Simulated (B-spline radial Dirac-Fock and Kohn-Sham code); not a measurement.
# Elastic scattering of 124 keV electrons by neutral technetium

Method: relativistic (Dirac) partial waves in the static field of the Dirac-Fock atom with Furness-McCarthy exchange, without polarisation or absorption potentials. Computed with an atomic code on a B-spline grid.

Input file task.json (cfg lists n, l and occupation; rrms is the nuclear radius in fm):

```json
{"items": [{
  "Z": 43,
  "q": 0,
  "cfg": [[1, 0, 2], [2, 0, 2], [2, 1, 6], [3, 0, 2], [3, 1, 6], [3, 2, 10], [4, 0, 2], [4, 1, 6], [4, 2, 5], [5, 0, 2]],
  "A": 97,
  "rrms": 4.4112,
  "do": "elastic",
  "energies": [[124000.0, 0]],
  "theta": [5, 10, 15, 20, 25, 30, 35, 40, 45, 50, 55, 60, 65, 70, 75, 80, 85, 90, 95, 100, 105, 110, 115, 120, 125, 130, 135, 140, 145, 150, 155, 160, 165, 170, 175]
}]}
```

Command: `python xray2_run.py task.json out`

| θ (°) | dσ/dΩ (a₀²/sr) | Sherman function |
| --- | --- | --- |
| 5 | 0.978 | 0.000 |
| 10 | 0.0875 | 0.001 |
| 15 | 0.0201 | 0.001 |
| 20 | 0.00704 | 0.001 |
| 25 | 0.00311 | -0.001 |
| 30 | 0.00159 | -0.004 |
| 35 | 0.000904 | -0.008 |
| 40 | 0.000555 | -0.014 |
| 45 | 0.000362 | -0.021 |
| 50 | 0.000248 | -0.029 |
| 55 | 0.000176 | -0.038 |
| 60 | 0.000129 | -0.048 |
| 65 | 9.71e-05 | -0.059 |
| 70 | 7.48e-05 | -0.071 |
| 75 | 5.88e-05 | -0.082 |
| 80 | 4.71e-05 | -0.094 |
| 85 | 3.82e-05 | -0.106 |
| 90 | 3.15e-05 | -0.118 |
| 95 | 2.63e-05 | -0.128 |
| 100 | 2.22e-05 | -0.138 |
| 105 | 1.90e-05 | -0.147 |
| 110 | 1.64e-05 | -0.154 |
| 115 | 1.43e-05 | -0.159 |
| 120 | 1.26e-05 | -0.162 |
| 125 | 1.13e-05 | -0.163 |
| 130 | 1.01e-05 | -0.161 |
| 135 | 9.20e-06 | -0.156 |
| 140 | 8.43e-06 | -0.149 |
| 145 | 7.81e-06 | -0.139 |
| 150 | 7.30e-06 | -0.125 |
| 155 | 6.90e-06 | -0.109 |
| 160 | 6.58e-06 | -0.091 |
| 165 | 6.35e-06 | -0.070 |
| 170 | 6.18e-06 | -0.048 |
| 175 | 6.09e-06 | -0.024 |

The total elastic cross section is 0.412 a₀², the first transport cross section 0.00116 a₀² and the second, weighted with (3/2) sin²θ, 0.00292 a₀². The mean deflection is ⟨1 − cos θ⟩ = 0.00281, and 0.022 % of the collisions scatter beyond 90°.
